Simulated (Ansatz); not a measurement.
Cartesian coordinates in Å:
```
C 1.332 -0.146 -0.532
N 0.220 0.690 -0.143
C -0.862 0.585 -0.818
Sn -1.577 -0.637 1.402
H 1.042 -0.993 -1.169
H 2.037 0.483 -1.086
H 1.847 -0.515 0.353
H -0.985 -0.110 -1.658
H -1.667 1.298 -0.637
H -1.349 0.731 2.483
H -0.038 -1.386 1.804
```

Total charge 0; spin multiplicity 1. Sn: def2 effective core potential.

List the PBE/def2-TZVPP orbital energies in eV (Ansatz). (Best estimate.)

Ansatz gave: Occupied: -381.37, -270.71, -269.79, -132.52, -88.65, -88.36, -88.29, -25.05, -24.92, -24.85, -24.71, -24.61, -23.67, -18.14, -14.92, -12.44, -11.96, -11.76, -10.67, -9.62, -8.35, -6.82, -6.58, -5.20. Lowest empty: -2.73, -1.62, 0.01, 0.31, 1.12, 1.36, 1.92, 1.98.
